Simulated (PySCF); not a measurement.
Which determinant of BeAs⁻ lies lowest?

Unrestricted PBE0; Be aug-pcseg-1, As aug-pcseg-1; no relativity (PySCF 2.14). Outer shells of the fragments: Be 2s2; As− 3d10 4s2 4p4.

Followed along the bond (rough minima from three points):

```json
{"2Ms+1": "3", "unpaired": "σ ↑, π ↑", "⟨S²⟩ at the start": "2.01", "R at minimum (Å)": "2.08", "Te (eV)": "0.00"}
{"2Ms+1": "1", "unpaired": "σ ↑, π ↓", "⟨S²⟩ at the start": "1.02", "R at minimum (Å)": "2.08", "Te (eV)": "0.06"}
{"2Ms+1": "1", "unpaired": "none", "⟨S²⟩ at the start": "0.00", "R at minimum (Å)": "1.96", "Te (eV)": "0.38"}
```

Solutions found at the starting distance of 2.235 Å, counted from the lowest of them; the search is not exhaustive and high or unbound solutions are not listed, so other states can lie among these:

```
2Ms+1  unpaired   term  E (eV)  ⟨S²⟩  ⟨Lz²⟩  μ (D)
    3  σ ↑, π ↑     ³Π    0.00  2.01   1.02   2.82
    1  σ ↑, π ↓  mixed    0.07  1.02   1.01   2.79
    1      none    ¹Σ⁺    0.67  0.00   0.00   0.36
    3      σ ↑↑    ³Σ⁺    1.79  2.07   0.00   2.67
```

A term symbol is given only where ⟨S²⟩ and ⟨Lz²⟩ are close to those of a pure state; real π, δ and φ orbitals otherwise mix terms. A positive dipole points towards As; it is taken about the centre of mass and depends on that origin.

Spin–orbit coupling is left out.
